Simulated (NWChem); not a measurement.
Program: NWChem. System: AsF2, charge 0, spin multiplicity 2, at a geometry optimised with UPBE0/def2-SVP. The structure started from a generated list of species. Its SCF solution wasn't tested for a lower state. Level: UB3LYP/def2-TZVPD, VWN1-RPA local correlation.

Job file:

```
start mol
memory heap 200 mb stack 900 mb global 1100 mb
geometry units angstroms nocenter noautoz
  F      1.303137     0.000000     0.745315
  As     0.000000     0.000000    -0.406535
  F     -1.303137     0.000000     0.745315
  symmetry group C2v
end
basis spherical
  * library def2-tzvpd
end
dft
  xc b3lyp
  odft
  mult 2
  semidirect memsize 60000000 filesize 0
  iterations 100
end
task dft energy
```

Part of the output:

```
             Northwest Computational Chemistry Package (NWChem) 7.3.0
             --------------------------------------------------------

                                NWChem Input Module
                                -------------------

 Scaling coordinates for geometry "geometry" by  1.889725989
 (inverse scale =  0.529177249)

 Turning off AUTOSYM since
 SYMMETRY directive was detected!

                             Geometry "geometry" -> ""
                             -------------------------

 Output coordinates in angstroms (scale by  1.889725989 to convert to a.u.)

  No.       Tag          Charge          X              Y              Z
 ---- ---------------- ---------- -------------- -------------- --------------
    1 F                    9.0000     1.30313700     0.00000000     0.74531500
    2 As                  33.0000     0.00000000     0.00000000    -0.40653500
    3 F                    9.0000    -1.30313700     0.00000000     0.74531500

 Effective nuclear repulsion energy (a.u.)     197.1762595311

            Nuclear Dipole moment (a.u.)
            ----------------------------
        X                 Y               Z
 ---------------- ---------------- ----------------
     0.0000000000     0.0000000000     0.0000283459

      Symmetry information
      --------------------

 Group name             C2v
 Group number             16
 Group order               4
 No. of unique centers     2

      Symmetry unique atoms

     1    2


 Summary of "ao basis" -> "" (spherical)
 ------------------------------------------------------------------------------
       Tag                 Description            Shells   Functions and Types
 ---------------- ------------------------------  ------  ---------------------
 *                         def2-tzvpd                 on all atoms

                                 NWChem DFT Module
                                 -----------------

 Summary of "ao basis" -> "ao basis" (spherical)
 ------------------------------------------------------------------------------
       Tag                 Description            Shells   Functions and Types
[...]
    beta     31     32     33     34     35     36     37     38     39     40
 overlap   0.989  0.991  0.989  0.996  0.990  0.999  0.995  0.999  0.996  1.000

   alpha     41     42     43     44     45     46     47     48     49     50
    beta     41     42     43     44     45     47     46     48     49     50
 overlap   1.000  1.000  0.992  0.877  0.998  0.991  0.827  1.000  0.886  0.988

   alpha     51     52     53     54     55     56     57     58     59     60
    beta     51     52     53     54     55     56     57     58     59     60
 overlap   0.995  0.999  0.999  1.000  0.999  0.999  1.000  0.999  1.000  1.000

   alpha     61     62     63     64     65     66     67     68     69     70
    beta     61     62     63     64     65     66     67     68     69     70
 overlap   0.999  0.999  1.000  0.999  1.000  1.000  1.000  0.896  1.000  1.000

   alpha     71     72     73     74     75     76     77     78     79     80
    beta     71     72     73     75     74     76     78     77     79     80
 overlap   0.889  0.999  0.965  1.000  0.996  0.998  0.999  0.992  1.000  0.994

   alpha     81     82     83     84     85     86     87     88     89     90
    beta     81     82     83     84     85     86     87     88     89     90
 overlap   0.999  0.995  0.996  1.000  1.000  1.000  1.000  1.000  1.000  0.999

   alpha     91     92     93     94     95     96     97     98     99    100
    beta     91     92     93     94     95     96     97     98     99    100
 overlap   1.000  1.000  1.000  1.000  1.000  1.000  0.990  0.990  1.000  1.000

   alpha    101    102    103    104    105    106    107    108    109    110
    beta    101    102    103    104    105    106    107    108    109    110
 overlap   1.000  1.000  1.000  1.000  1.000  1.000  1.000  1.000  1.000  0.996

   alpha    111    112    113    114    115    116    117    118    119    120
    beta    111    112    113    114    115    116    117    118    119    120
 overlap   0.976  1.000  1.000  0.976  0.996  1.000  1.000  1.000  1.000  1.000

   alpha    121    122    123    124    125    126    127    128    129    130
    beta    121    122    123    124    125    126    127    128    129    130
 overlap   1.000  1.000  1.000  0.999  1.000  1.000  0.999  1.000  1.000  1.000

   alpha    131    132    133    134
    beta    131    132    133    134
 overlap   1.000  1.000  1.000  1.000

     --------------------------
     Expectation value of S2:
     --------------------------
      <S2> =      0.7532 (Exact =     0.7500)

 center of mass
 --------------
 x =   0.00000000 y =   0.00000000 z =  -0.03579130

 moments of inertia (a.u.)
 ------------------
         119.447998065156           0.000000000000           0.000000000000
           0.000000000000         349.870477900728           0.000000000000
           0.000000000000           0.000000000000         230.422479835572

     Multipole analysis of the density
     ---------------------------------

     L   x y z        total         alpha         beta         nuclear
     -   - - -        -----         -----         ----         -------
     0   0 0 0     -0.000000    -26.000000    -25.000000     51.000000

     1   1 0 0     -0.000000      0.000000     -0.000000      0.000000
     1   0 1 0     -0.000000     -0.000000     -0.000000      0.000000
     1   0 0 1     -0.876462     -0.068742     -0.807748      0.000028

     2   2 0 0    -22.196566    -66.541572    -64.811676    109.156683
     2   1 1 0     -0.000000      0.000000     -0.000000      0.000000
     2   1 0 1     -0.000000      0.000000     -0.000000      0.000000
     2   0 2 0    -19.985938    -11.994404     -7.991534      0.000000
     2   0 1 1     -0.000000     -0.000000     -0.000000      0.000000
     2   0 0 2    -20.429844    -38.890117    -36.722789     55.183062

 Task  times  cpu:        3.8s     wall:        3.8s

 Total times  cpu:        3.9s     wall:        3.9s
```
